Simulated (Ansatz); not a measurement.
Two structures of BNH3ClO, closed shell, reached by relaxing down either side of one saddle point (PBE0-D4/def2-TZVP). Energies are electronic, without zero-point energy. Ansatz 0.2.0; basis: def2-TZVPP and def2-QZVPP; cores frozen in the correlated methods. Extrapolation: Hartree–Fock as exp(−7.88 √X), correlation as X^−2.97. First:

```xyz
7
angstrom
B 0.0566 0.2868 -0.0909
O 0.9515 0.7239 0.8356
N -0.4609 -1.0051 -0.0271
H -0.1916 -1.6465 0.6979
Cl -0.4682 1.3740 -1.4098
H 1.2339 1.6278 0.6861
H -1.1214 -1.3609 -0.6919
```

Second:

| atom | x (Å) | y (Å) | z (Å) |
| --- | --- | --- | --- |
| B1 | -0.3219 | 0.1297 | -0.3669 |
| O2 | 0.5461 | 0.5340 | 0.9247 |
| N3 | -0.6095 | -1.1444 | -0.2477 |
| H4 | 0.6482 | -0.3800 | 1.2618 |
| Cl5 | -0.4839 | 1.5598 | -1.3934 |
| H6 | 1.4059 | 0.9332 | 0.7359 |
| H7 | -1.1849 | -1.6324 | -0.9144 |

Question: Which bonds change from the first to the second?

Answer: BNH₃ClO ([NH2][B]([OH])[Cl]) → BNHCl ([NH][B][Cl]) + H₂O (still joined by a long B–O bond); bonds formed: O2–H4; bonds broken: N3–H4; bonds weakened to dative contacts: B1–O2.

Question: Give the saddle point's structure and its height above each. (An estimate is asked for; the value comes from the calculation.)

Answer: By the calculation: 296.3 kJ/mol above the first and 17.1 kJ/mol above the second (CCSD(T) at an estimated basis limit (MP2 extrapolated from triple and quadruple zeta, plus CCSD(T) − MP2 in triple zeta)).
```csv
atom,x (Å),y (Å),z (Å)
B1,-0.2792,0.2581,-0.3546
O2,0.5484,0.5627,0.9329
N3,-0.4948,-1.0439,-0.1722
H4,0.3729,-0.5158,0.9731
Cl5,-0.5655,1.6047,-1.4351
H6,1.4703,0.8053,0.7797
H7,-1.0521,-1.6713,-0.7238
```

The T1 diagnostic stays at or below 0.014.

Labels in which every atom is bracketed show which atoms are joined, not bond orders.

For scale, one of the runs: CCSD(T)/def2-TZVPP, 177 basis functions, launched by `ansatz run in.yaml --threads 2 --pin off --events-out ev --progress --plain --max-ram 4352MiB`. The run took 44 s on 2 CPU threads of an Arm Neoverse V1 (shared host), with 1.7 GiB of host memory at its peak.
